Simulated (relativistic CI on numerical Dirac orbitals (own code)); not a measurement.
**Energy levels of Sm⁴²⁺**

Calculated at this level of theory: Dirac-Coulomb-Breit CI, orbitals from a KLI potential per configuration, model QED, unscaled Slater integrals (own radial code, finite nucleus).

CI space (outside the closed core [Ne]): 3s2 3p6 3d2, 3s2 3p5 3d3, 3s 3p6 3d3, 3s2 3p6 3d 4s, 3s2 3p6 3d 4p, 3s2 3p6 3d 4d, 3s2 3p5 3d2 4s, 3s2 3p6 3d 4f, 3s2 3p5 3d2 4p, 3s2 3p5 3d2 4d, 3s 3p6 3d2 4s, 3p6 3d3 4p, 3s 3p6 3d2 4p, 3s2 3p6 4s2, 3s2 3p6 4s 4p, 3s2 3p6 3d 5s, 3s2 3p6 3d 5d, 3s2 3p6 3d 5g, 3p6 3d4, 3p5 3d5, 3p5 3d4 4s, 3p6 3d3 4s, 3p5 3d3 4s2, 3s2 3p6 4p2, 3s2 3p5 4s 4p2, 3s2 3p6 4s 4d, 3s2 3p5 4s2 4d, 3s 3p6 3d 4s2, 3s 3p6 4s2 4p, 3s 3p6 4s2 4d. Double excitations out of closed p, d and f shells are left out; levels of such configurations are missing from the list, as are those of other unlisted configurations, and high levels can miss mixing partners. These lack a partner that the ground configuration has and come out too high: 3s2 3p5 3d2 4p, 3s2 3p5 3d2 4d.

The lowest level is 3s2 3p6 3d2 3F_2, with 77 % of that term; Hund's rules for 3s2 3p6 3d2 give 3F with J = 2, in agreement.

```csv
No.,Configuration,Term,J,E (cm⁻¹),%,Landé g
1,3s2 3p6 3d2,3F,2,0,77,0.745
2,3s2 3p6 3d2,3P,0,145183,77,
3,3s2 3p6 3d2,3F,3,239823,100,1.076
4,3s2 3p6 3d2,3P,2,309879,48,1.175
5,3s2 3p6 3d2,1G,4,325599,57,1.099
6,3s2 3p6 3d2,3P,1,337897,100,1.494
7,3s2 3p6 3d2,3F,4,539475,57,1.136
8,3s2 3p6 3d2,3P,2,585740,49,1.223
9,3s2 3p6 3d2,1S,0,757082,77,
10,3p5 3d3(4F),5F°,2,1720152,26,1.105
11,3p5 3d3(4F),5D°,1,1739264,36,0.971
12,3p5 3d3(4F),5D°,0,1771174,68,
13,3p5 3d3(2D),3F°,3,1792721,23,1.054
14,3p5 3d3(4F),5F°,3,1910698,34,1.295
15,3p5 3d3(4F),5G°,4,1941602,35,1.220
16,3p5 3d3(4P),5S°,2,1948439,36,1.663
17,3p5 3d3(2G),3F°,2,1966803,41,1.043
18,3p5 3d3(4F),5D°,1,1981492,40,0.901
19,3p5 3d3(4F),5G°,5,1994685,29,1.193
20,3p5 3d3(4F),3G°,3,2002447,41,1.020
21,3p5 3d3(2G),3F°,4,2010138,34,1.159
22,3p5 3d3(2G),3H°,6,2014363,45,1.142
23,3p5 3d3(4P),3P°,0,2021014,49,
24,3p5 3d3(4F),3G°,4,2051718,34,1.096
25,3p5 3d3(4F),3G°,3,2063729,23,1.185
26,3p5 3d3(4P),3D°,2,2067719,31,1.205
27,3p5 3d3(2P),3S°,1,2072773,35,1.648
28,3p5 3d3(2G),3G°,5,2106552,35,1.111
29,3p5 3d3(4P),5D°,4,2152103,51,1.282
30,3p5 3d3(4P),3P°,2,2189527,36,1.350
31,3s2 3p5 3d3,3G°,4,2192009,31,1.168
32,3p5 3d3(4F),5F°,5,2212351,27,1.191
33,3p5 3d3(4F),3D°,2,2216332,40,1.124
34,3p5 3d3(4F),5G°,6,2231819,53,1.180
35,3p5 3d3(2D),3D°,3,2236535,36,1.277
36,3p5 3d3(2D),3P°,1,2247918,29,0.885
37,3p5 3d3(2G),3F°,2,2262315,47,0.910
38,3p5 3d3(2G),3G°,3,2269338,25,1.140
39,3p5 3d3(2H),3H°,5,2276811,32,1.141
40,3p5 3d3(2D),3P°,1,2283847,60,1.449
41,3p5 3d3(2H),3I°,7,2285405,100,1.135
42,3p5 3d3(2P),3D°,2,2291022,28,1.212
43,3p5 3d3(2H),3G°,3,2294028,67,0.886
44,3p5 3d3(2D),3F°,4,2299590,52,1.161
45,3p5 3d3(2D),3D°,3,2319479,36,1.268
46,3p5 3d3(2D),3F°,4,2358320,50,1.129
47,3p5 3d3(2F),3F°,3,2359458,43,1.194
48,3p5 3d3(4P),3D°,1,2361850,62,0.792
49,3p5 3d3(2H),3H°,6,2366108,68,1.107
50,3p5 3d3(2F),3G°,5,2375311,71,1.136
51,3p5 3d3(2F),1G°,4,2377687,39,1.127
52,3p5 3d3(2D),3P°,0,2388871,80,
53,3p5 3d3(2F),1D°,2,2411288,45,1.001
54,3p5 3d3(2F),3D°,1,2457005,51,0.891
55,3p5 3d3(4F),3G°,3,2457709,25,1.109
56,3p5 3d3(2F),3F°,4,2473396,45,1.130
57,3p5 3d3(4F),5D°,2,2491348,25,1.163
58,3p5 3d3(2G),3H°,6,2498658,55,1.172
59,3p5 3d3(2D),3P°,1,2518497,42,1.234
60,3p5 3d3(2H),1H°,5,2529859,43,1.056
61,3p5 3d3(2P),3D°,3,2532638,36,1.165
62,3p5 3d3(2P),3P°,2,2549162,32,1.192
63,3p5 3d3(4P),3P°,0,2561394,58,
64,3p5 3d3(4P),3D°,2,2572500,41,1.245
65,3p5 3d3(2G),3G°,5,2576222,46,1.144
66,3p5 3d3(2H),3G°,4,2578384,29,1.108
67,3p5 3d3(4P),3D°,1,2582580,30,1.383
68,3p5 3d3(2G),3F°,3,2583150,41,1.039
69,3p5 3d3(2F),1F°,3,2613597,33,1.089
70,3p5 3d3(2F),3D°,2,2625508,47,1.035
```

Energies count from the lowest computed level; ° marks odd parity. Percentages are summed over parent terms; the parents shown are those of the largest component, closed shells are left out there.

The mean weight of the leading LS term, summed over parents, in these 70 levels is 46 %, and that of the leading jj configuration (from the same eigenvectors) 85 %, so jj coupling describes them better and the LS labels are nominal.

At this charge energies of transitions that change n are usually good to better than 1 %, and those within a shell (Δn = 0) to a few per cent.

LS names give the leading component of a level, which can be under half, so a name can repeat, a term be missing and a line seem to break the LS rules.
